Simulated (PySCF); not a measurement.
C₂HCl₂, SMILES Cl[C]=CCl, multiplicity 2.

The structure is a stationary point at B3LYP-D3(BJ)/def2-SVP. The isomer is the one that the SMILES or the coordinates give; other isomers of the formula were not compared.

Two levels are set side by side: PBE/def2-TZVPD (PySCF) and r2SCAN/def2-TZVPD (PySCF). Same geometry, gas phase. Differences are taken from unrounded values.

```tsv
quantity	r2SCAN	PBE	PBE minus r2SCAN
α-spin orbital gap (eV)	5.31	4.70	-0.61
β-spin orbital gap (eV)	2.68	1.89	-0.79
dipole moment (D)	0.78	0.67	-0.11
mean polarisability (bohr³)	55.5	57.5	1.9
```

Rough cost on one machine, each run with all the roots and properties that it gave: r2SCAN against PBE about 2 times.
